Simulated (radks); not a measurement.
The numbers below are computed, except where a source is named.
Question: These are the eigenvalues of the occupied orbitals of an atom or ion with whole-number occupations (hartree). Code: a radial shooting solver on a logarithmic mesh with Libxc functionals. Model: non-relativistic Kohn-Sham, LDA (Slater exchange, Perdew-Wang correlation), spin-unpolarised, spherical densities, point nucleus.

| orbital | eigenvalue |
|---|---|
| 1s | -1341.055 |
| 2s | -300.8224 |
| 2p | -293.3103 |

Which element is it, and in what charge state? The configuration may be excited.

Answer: Z = 54, xenon, charge +46: Xe46+ in [He] 2s2 2p4. The list shows which subshells hold electrons but not how many an open one holds; the 1s level, -1341.1 hartree, gives Z - s = 51.8 by -(Z - s)^2/2, which with screening narrows Z to a few neighbours, and the depths of the outer levels then fix element, charge and occupations together.
